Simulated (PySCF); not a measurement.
Dissociation curve of SnS, singlet.

Method: CCSD(T) on UHF/def2-SVP, 9 core orbitals frozen, def2 effective core potentials past Kr (PySCF).

**Question.** Relative to R = 2.28 Å, what are the energies at R = 2.16, 2.35, 2.96, 3.62 Å?

**Answer.** 1.9 kcal/mol at 2.16 Å, 3.2 kcal/mol at 2.35 Å, 54.4 kcal/mol at 2.96 Å, 91.5 kcal/mol at 3.62 Å.

The unrestricted solution behind UCCSD(T) changes between 2.96 and 3.33 Å, which can leave a kink. The unrestricted determinant behind UCCSD(T) is spin-contaminated at 2.35 to 8.85 Å (<S²> up to 2.0, against 0.00 for a pure singlet).
